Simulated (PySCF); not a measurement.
# Ionising TeO

PBE0; basis Te aug-cc-pVDZ-PP with ECP28, O aug-cc-pVDZ; scalar-relativistic core potentials; PySCF 2.14. Neutral (UKS): triplet (π ↑↑), Re = 1.844 Å, ωe = 825 cm⁻¹, De = 3.82 eV, HOMO -7.19 eV, LUMO -3.66 eV.

TeO⁻ (UKS): doublet (π ↑), Re = 1.924 Å, ωe = 677 cm⁻¹, De = 3.43 eV to Te⁻ + O. The energies at the minima are -343.12840 hartree for TeO and -343.18888 for TeO⁻.

(1) Work out the adiabatic electron affinity, without and with harmonic zero-point energies (1 hartree = 27.2114 eV, 1 eV = 8065.5 cm⁻¹), and the change of the bond length.

These are scalar-relativistic numbers at best; spin–orbit coupling would shift them, the dissociation energy most. For an ion De counts to the pair picked by the measured ionisation energies or electron affinities, which need not be the lowest pair at this level. The highest Kohn–Sham level is positive in this anion. Much of that is self-interaction error, but it also means that the finite basis helps to hold the extra electron. States were picked by a PBE0 search and need not be the measured ground states.

## Answers

(1) At PBE0: 0.06048 hartree = 1.646 eV between the minima; the zero-point term (825.0 − 677.0)/2 cm⁻¹ = +0.009 eV makes it 1.655 eV. Re changes by +8.0 pm against the neutral. The electron enters a π orbital, and the longer bond of the ion fits an antibonding orbital, or a change in how ionic the bond is.
